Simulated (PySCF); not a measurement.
Se(SiH3)2 (H₆SeSi₂), SMILES [SiH3][Se][SiH3].

Geometry optimised at PBE0-D3(BJ)/def2-SVP.

These are PBE0-D3(BJ)/def2-SVP in PySCF values and carry that method's errors.

Frequencies are harmonic and unscaled.

Computed harmonic wavenumbers and intensities:
```csv
mode,ν (cm⁻¹),IR (km/mol),moving atoms (share of kinetic energy)
1,64,0.0,H 97 %
2,87,0.2,H 95 %
3,112,0.2,"Si 64 %, H 18 %, Se 17 %"
4,397,6.4,"Si 68 %, Se 24 %"
5,402,41.0,"Si 66 %, Se 30 %"
6,565,8.5,"H 92 %, Si 8 %"
7,594,0.0,H 92 %
8,600,22.7,H 90 %
9,636,7.3,"H 86 %, Si 12 %"
10,883,518.8,H 94 %
11,921,70.2,H 93 %
12,922,0.0,H 97 %
13,922,84.0,H 97 %
14,943,7.9,H 97 %
15,956,153.3,H 96 %
16,2226,45.5,H 99 %
17,2232,85.0,H 99 %
18,2234,0.0,H 96 %
19,2237,178.0,H 96 %
20,2257,115.6,H 96 %
21,2258,51.4,H 96 %
```
